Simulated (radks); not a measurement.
Question: All-electron calculation, Dirac Kohn-Sham, PBE, spin-unpolarised, spherical densities, finite nucleus; open shells are shared between the two j in proportion to 2j + 1; Fermi nuclear charge, rms radius of each element as measured or else 0.836 A^(1/3) + 0.57 fm. Program: a radial shooting solver on a logarithmic mesh with Libxc functionals. Each species is in its NIST ground configuration. Rank Tc, Mo, Ag, Pd, Rh, Nb, Zr, Cd, Ru by mean radius of the outermost orbital (bohr), largest first.

Answer: Zr 3.73, Nb 3.73, Mo 3.60, Ru 3.39, Rh 3.31, Tc 3.30, Ag 3.17, Cd 2.90, Pd 1.61.
